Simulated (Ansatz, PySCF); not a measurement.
1,3-dibromopropa-1,2-diene (C3H2Br2), SMILES C(Br)=C=CBr. Atoms are numbered in the order given.

```xyz
7

Br    -2.5937     0.0559     0.2664
C     -1.1859    -0.5449    -0.8737
C      0.0000     0.0000    -0.8795
C      1.1859     0.5449    -0.8737
Br     2.5936    -0.0559     0.2664
H     -1.4776    -1.3824    -1.5125
H      1.4776     1.3824    -1.5125
```
Charge 0, spin multiplicity 1.

The structure is a stationary point at B3LYP-D3(BJ)/def2-SVP.

Two levels are set side by side: PBE-D3(BJ)/def2-SVP (Ansatz, a first-principles code) and B3LYP-D3(BJ)/def2-SVP (Ansatz). Each level has its own optimised geometry; the coordinates shown are those of the second. Frequencies come from the Hessian of PySCF at each geometry. Differences are taken from unrounded values.

| quantity | B3LYP-D3(BJ) |
|---|---|
| mean bond length (Å) | 1.436 |
| bond Br1–C2 (Å) | 1.908 |
| bond C2–C3 (Å) | 1.305 |
| bond C3–C4 (Å) | 1.305 |
| bond C4–Br5 (Å) | 1.908 |
| bond C2–H6 (Å) | 1.093 |
| bond C4–H7 (Å) | 1.093 |
| highest harmonic wavenumber (cm⁻¹) | 3196 |
| mean harmonic wavenumber (cm⁻¹) | 1087 |
| zero-point energy (kcal/mol) | 23.31 |

**Question.** What does PBE-D3(BJ) give, and how far is it from B3LYP-D3(BJ)? (The exact figures need the calculation; the answer reports its results.)

**Answer.** 
| quantity | PBE-D3(BJ) | PBE-D3(BJ) minus B3LYP-D3(BJ) |
|---|---|---|
| mean bond length (Å) | 1.441 | 0.006 |
| bond Br1–C2 (Å) | 1.908 | -0.001 |
| bond C2–C3 (Å) | 1.314 | 0.009 |
| bond C3–C4 (Å) | 1.314 | 0.009 |
| bond C4–Br5 (Å) | 1.908 | -0.001 |
| bond C2–H6 (Å) | 1.102 | 0.009 |
| bond C4–H7 (Å) | 1.102 | 0.009 |
| highest harmonic wavenumber (cm⁻¹) | 3124 | -72 |
| mean harmonic wavenumber (cm⁻¹) | 1055 | -32 |
| zero-point energy (kcal/mol) | 22.63 | -0.68 |

Exact exchange shortens and stiffens bonds; PBE has none. Differences between two approximate levels are no errors against the true value.
